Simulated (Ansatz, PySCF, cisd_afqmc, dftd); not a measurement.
Reaction: CH3N (SMILES C=N) → CH2N (SMILES [N]=C, doublet) + H (doublet) (the H-N bond breaks)
Each species at its own B3LYP-D3(BJ)/def2-TZVP minimum (Ansatz, a program for electronic structure).

Quantity: bond dissociation energy (enthalpy at 298 K, ideal-gas terms from PySCF's Hessians at B3LYP-D3(BJ)/def2-TZVP), in kJ/mol. Open shells are spin-unrestricted; no spin-orbit coupling. Correlated methods leave the cores frozen. Rows without X2C or -DK are non-relativistic. AFQMC is phaseless with a CISD trial state; ± is one standard error, without the phaseless bias. Outlying blocks are dropped, and bars are widened where a walk drifts. Over all cases where full CI ran beside it in this data, AFQMC minus full CI had a median of +0.1 mEh and passed +0.4 mEh in a tenth of the cases. CBS(X,Y): correlation extrapolated as X^-3, Hartree-Fock from the larger set (Q,5: extrapolated as (X+1)exp(-9√X)). A bracket is a step between two methods taken in the basis named. Functionals run without relativity, which enters their misses. '+ core + X2C': CCSD(T) terms for core correlation (cc-pwCVTZ) and scalar relativity (cc-pVTZ-DK). For partners of very few electrons the exact lower level stands in for a higher one. The UHF reference of CH2N (C=[N], doublet) is spin-contaminated (<S^2> up to 0.18 over the pure value in the sets run).

From measured enthalpies of formation at 298 K: 87.9 kcal/mol (Active Thermochemical Tables 1.112 (ions: stationary electron), as tabulated in the package chemicals). The calculations leave out spin-orbit terms.

| level | program | bond dissociation energy (kJ/mol) | error against that value |
|---|---|---|---|
| HF/cc-pVTZ | Ansatz | 235.5 | -132.4 |
| PBE0-D3(BJ)/def2-TZVPD | Ansatz + dftd3 | 352.1 | -15.8 |
| r2SCANh/def2-TZVPD | Ansatz | 344.1 | -23.8 |
| CAM-B3LYP-D4/def2-TZVPD | Ansatz + dftd4 | 358.0 | -9.9 |
| CCSDT(Q)/cc-pVDZ | Ansatz | 338.9 | -29.0 |
| CCSDT(Q)/cc-pVTZ | Ansatz | 359.4 | -8.5 |
| CCSDTQ/cc-pVDZ | Ansatz | 338.8 | -29.1 |
| AFQMC/CISD/cc-pVDZ | cisd_afqmc | 339.1 ± 1.2 | -28.8 |
| CCSD(T)/CBS(cc-pVQZ,cc-pV5Z) + [CCSDTQ - CCSD(T)]/cc-pVDZ + core + X2C | Ansatz | 368.6 | 0.7 |
| CCSD(T)/CBS(cc-pVQZ,cc-pV5Z) + [CCSDT(Q) - CCSD(T)]/cc-pVTZ + [CCSDTQ - CCSDT(Q)]/cc-pVDZ + core + X2C | Ansatz | 368.0 | 0.1 |
